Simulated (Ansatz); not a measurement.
The first iterations of a band of BFH2O + H3P (9 atoms, charge 0, multiplicity 1).

Computed with Ansatz, RKS PBE0/6-31G*.

```
movable images  : 7
climbing image  : yes
spring          : 5.0 eV/Å²
optimiser       : quadratic models (default)
start path      : through a guess of the saddle point
force threshold : 0.05 eV/Å
iteration limit : 60
end points      : relaxed
```

Initial state:

```xyz
9
Properties=species:S:1:pos:R:3
B -0.341 -1.072 -0.327
O -0.017 -0.853 0.959
H 0.104 0.094 1.145
F -0.534 -2.327 -0.717
H -0.464 -0.194 -1.138
P 0.457 2.526 1.614
H -0.611 3.407 1.923
H 1.051 3.388 0.658
H 1.280 2.950 2.687
```

Final state:

```xyz
9
Properties=species:S:1:pos:R:3
B 0.008 0.521 0.208
O 0.223 -0.409 1.716
H -0.646 -0.750 1.978
F 0.937 -0.036 -0.602
H -1.152 0.251 -0.003
P 0.384 2.349 0.887
H 1.368 2.735 -0.057
H -0.689 3.039 0.269
H 0.493 0.220 2.408
```

| iteration | highest image above the first end (eV) | largest band force component (eV/Å) |
| --- | --- | --- |
| 1 | 26.473 | 63.573 |
| 2 | 4.676 | 12.994 |
| 3 | 3.060 | 7.942 |
| 4 | 2.905 | 3.068 |
| 5 | 2.859 | 2.111 |
| 6 | 3.033 | 1.489 |
| 7 | 2.848 | 7.245 |
| 8 | 2.607 | 3.078 |
| 9 | 2.121 | 3.773 |
| 10 | 1.515 | 2.507 |

Does the band converge within its limit, and where does its top end?

The run converged. It ended after 31 iterations with the highest image 1.504 eV above the first end. A structure lower than the last end lies on the path between it and the top, so the climb from that side starts below the end, which may itself be a saddle point or a shallow side well. A vibrational analysis at the climbing image gives one clearly imaginary mode, 180i cm⁻¹: a first-order saddle point. The orbitals stay closed-shell, which can raise the energy where a bond breaks towards radicals; this wasn't checked here.

Run time: 5 min on 1 thread of Intel(R) Xeon(R) 6975P-C (Granite Rapids), with other jobs on the host, peak memory 0.18 GiB.
